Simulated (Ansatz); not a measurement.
```yaml
crystal:
  periodic: [false, false, false]
  atoms:
    - {symbol: C, position_ang: [-1.000328, -0.166340, 1.398075]}
    - {symbol: B, position_ang: [-0.082531, -0.045556, 0.142859]}
    - {symbol: In, position_ang: [1.258478, 1.655367, -0.498429]}
    - {symbol: C, position_ang: [-0.054874, -1.203822, -0.897689]}
    - {symbol: F, position_ang: [0.761587, -0.936037, -2.008000]}
    - {symbol: H, position_ang: [-1.844488, 0.520957, 1.241417]}
    - {symbol: H, position_ang: [-0.519060, 0.184421, 2.314820]}
    - {symbol: H, position_ang: [-1.419893, -1.161519, 1.575765]}
    - {symbol: H, position_ang: [0.705674, 2.976262, -1.476468]}
    - {symbol: H, position_ang: [2.940092, 1.733018, -0.082344]}
    - {symbol: H, position_ang: [0.316909, -2.128348, -0.432616]}
    - {symbol: H, position_ang: [-1.061577, -1.428393, -1.277389]}
basis:
  gaussian: {orbitals: def2-mTZVP}
hamiltonian: {xc: {name: wB97X-V}}
```

```sh
$ ansatz run in.yaml --threads 4 --pin off --events-out ev --progress --plain --max-ram 10444MiB
```

It prints (some lines left out):

```
Functional definition: wB97X-V
1404 factors; their error is unknown
374 factors; integrals over basis functions are off by at most 5.5e-6 eV
mean field evaluation 1: about -10749.8424 eV, gradient 4.2e1 eV
mean field evaluation 2: about -10752.0892 eV, gradient 2.9e1 eV
mean field evaluation 4: about -10753.7087 eV, gradient 2.2e0 eV
mean field evaluation 8: about -10753.7272 eV, gradient 9.5e-2 eV
mean field evaluation 16: about -10753.7137 eV, gradient 1.6e-4 eV
mean field -10753.71373263 eV, -395.1916905453 hartree, gradient 4.5e-5 eV, S^2 0.000000; 0 other end points of the search recorded, 0 dependent functions left out
reference -10753.71372957 eV, -395.1916904329 hartree; 27, 27 occupied and 106, 106 virtual orbitals, 1404 factors
Total energy: -10753.71372957 eV, -395.1916904329 hartree
```

It took 5.5 s on 4 threads of an Intel Xeon Platinum 8175M on a shared host, with 0.4 GiB of host memory at the peak.
